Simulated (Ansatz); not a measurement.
Cost and result up the ladder for Li₆Al (7 atoms). Total charge 0; doublet. Geometry: PBE0-D4/def2-TZVP.

```xyz
7

Al   -1.0665   -0.8819    0.6918
Li   -1.0860    1.7310    0.5258
Li    1.2114   -0.1086    1.7236
Li    0.6825    0.1411   -1.1132
Li   -2.0640   -0.7593   -1.7205
Li    0.4005   -2.7249   -0.4386
Li    1.9220    2.6026    0.3311
```

Ansatz on 4 threads of Arm Neoverse V2 on a shared host. Times are rough, and most runs start from the orbitals of an earlier one. CAM-B3LYP-D4/def2-TZVP serves as the yardstick here, not as an exact answer. Binding counts from free atoms at the same level (Al doublet, Li doublet; other spins of the atoms weren't run), without zero-point energy or a counterpoise term.

B3LYP takes the VWN-RPA correlation. Another isomer (doublet) lies 0.38 eV lower at PBE0-D4/def2-TZVP; other spin states weren't run for this one.

Run but left out: CCSD(T)/def2-TZVPP (⟨S²⟩ 1.91, where a pure state has 0.75).

```csv
level,functions,wall time,binding energy per atom (eV),difference from CAM-B3LYP-D4/def2-TZVP (eV),remarks
PBE-D4/def2-TZVP (with forces),121,1.7 s,1.13,0.14,–
B3LYP-D4/def2-TZVP,121,1.9 s,1.01,0.03,–
PBE0-D4/def2-TZVP,121,2.2 s,1.09,0.10,–
CAM-B3LYP-D4/def2-TZVP,121,4.3 s,0.98,0.00,–
r2SCAN-D4/def2-TZVP,121,8 s,1.11,0.13,spin-contaminated (⟨S²⟩ 0.83)
```
